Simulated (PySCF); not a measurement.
C₄H₉BrOSi.
Numbering: `[Br:1][C@H:2]1[CH2:3][O:4][CH2:5][CH2:6][SiH2:7]1` (hydrogens: H8 on C2; H9, H10 on C3; H11, H12 on C5; H13, H14 on C6; H15, H16 on Si7)

Computed with PySCF 2.14.0, PBE0-D3(BJ)/def2-SVP geometry optimisation, gas phase.

Q: What internal coordinates does the optimisation give?

A: 
```tsv
bond	length (bohr)	order
Br1–C2	3.683	single
C2–C3	2.894	single
C3–O4	2.646	single
O4–C5	2.659	single
C5–C6	2.891	single
C6–Si7	3.569	single
C2–Si7	3.582	single
C2–H8	2.079	single
C3–H9	2.081	single
C3–H10	2.096	single
C5–H11	2.097	single
C5–H12	2.080	single
C6–H13	2.084	single
C6–H14	2.083	single
Si7–H15	2.824	single
Si7–H16	2.820	single
```

Orders are formal, as drawn. A selection of angles:
```tsv
angle	degrees
Br1–C2–C3	110.1
Br1–C2–Si7	111.6
Br1–C2–H8	105.7
C3–C2–Si7	109.9
C3–C2–H8	109.1
Si7–C2–H8	110.4
C2–C3–O4	111.3
C2–C3–H9	110.1
C2–C3–H10	109.5
O4–C3–H9	107.2
O4–C3–H10	111.1
H9–C3–H10	107.4
C3–O4–C5	115.2
O4–C5–C6	113.2
O4–C5–H11	109.8
O4–C5–H12	105.8
C6–C5–H11	110.1
C6–C5–H12	110.6
H11–C5–H12	107.1
C5–C6–Si7	109.7
C5–C6–H13	109.2
C5–C6–H14	110.4
Si7–C6–H13	109.0
Si7–C6–H14	111.6
H13–C6–H14	107.0
C6–Si7–H15	110.7
C6–Si7–H16	113.7
C2–Si7–C6	101.5
C2–Si7–H15	108.7
C2–Si7–H16	112.0
H15–Si7–H16	109.9
```

Torsions: Br1–C2–C3–O4 -179° (antiperiplanar); C2–C3–O4–C5 -74° (synclinal); C3–O4–C5–C6 74° (synclinal); O4–C5–C6–Si7 -56° (synclinal); C5–C6–Si7–C2 41° (synclinal); Br1–C2–Si7–C6 -165° (antiperiplanar).

The 6-membered ring C2–C3–O4–C5–C6–Si7 has internal angles of 101.5° to 115.2° (sum 661°, against 720° for a flat polygon); it is puckered, 0.24 Å rms from its mean plane, widest ring torsion 74°. Of the pairs four or more bonds apart, H10···H11 is among the closest relative to their van der Waals radii: 2.30 Å, 96 % of the sum of Bondi's values. Si7 (SiH2 silicon) is distorted tetrahedral (angles from 101.5° to 113.7°).

Point group: C1 (no symmetry element, even within 0.4 Å). No PBE0-D3(BJ)/def2-SVP frequencies stand behind this structure, so it isn't proved a minimum. The numbers are those of one conformer.
